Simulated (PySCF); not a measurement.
Al(OH)2(OtBu), C4H11AlO3, SMILES CC(C)(C)[O][Al]([OH])[OH], GFN2-xTB optimised geometry.

```
19

Al    -1.44    -0.21     0.00
O     -2.33     1.19     0.00
H     -3.25     1.39     0.00
O     -2.22    -1.68     0.00
H     -1.94    -2.59     0.00
O      0.22    -0.21     0.00
C      1.41     0.52     0.00
C      2.31    -0.03     1.11
C      2.09     0.33    -1.36
C      1.12     2.00     0.23
H      3.25     0.51     1.14
H      2.50    -1.09     0.95
H      1.81     0.08     2.07
H      2.28    -0.73    -1.54
H      3.03     0.87    -1.40
H      1.43     0.70    -2.15
H      0.62     2.12     1.20
H      0.44     2.35    -0.54
H      2.03     2.59     0.22
```

Density from PBE0/def2-SVP (PySCF) at that geometry.

Minimum of the electron density along straight lines between bonded atoms, close to the bond critical point (lines longer than 1.1 times the sum of covalent radii, or with two minima, are not listed):

| bond | length / Å | ρ at the minimum / e bohr⁻³ | ∇²ρ there / e bohr⁻⁵ | position (fraction from the first atom) |
|---|---|---|---|---|
| Al1–O2 | 1.662 | 0.107 | 1.02 | 0.43 |
| O2–H3 | 0.947 | 0.361 | -2.55 | 0.82 |
| Al1–O4 | 1.662 | 0.106 | 1.01 | 0.43 |
| O4–H5 | 0.947 | 0.361 | -2.55 | 0.82 |
| Al1–O6 | 1.654 | 0.105 | 1.02 | 0.43 |
| O6–C7 | 1.401 | 0.254 | -0.29 | 0.66 |
| C7–C8 | 1.533 | 0.247 | -0.58 | 0.50 |
| C7–C9 | 1.532 | 0.248 | -0.58 | 0.50 |
| C7–C10 | 1.528 | 0.250 | -0.59 | 0.50 |
| C8–H11 | 1.087 | 0.276 | -1.00 | 0.62 |
| C8–H12 | 1.087 | 0.276 | -1.01 | 0.62 |
| C8–H13 | 1.088 | 0.276 | -1.01 | 0.62 |
| C9–H14 | 1.087 | 0.276 | -1.01 | 0.62 |
| C9–H15 | 1.087 | 0.276 | -1.01 | 0.62 |
| C9–H16 | 1.088 | 0.276 | -1.00 | 0.62 |
| C10–H17 | 1.088 | 0.276 | -1.01 | 0.62 |
| C10–H18 | 1.087 | 0.277 | -1.01 | 0.63 |
| C10–H19 | 1.087 | 0.276 | -1.00 | 0.62 |
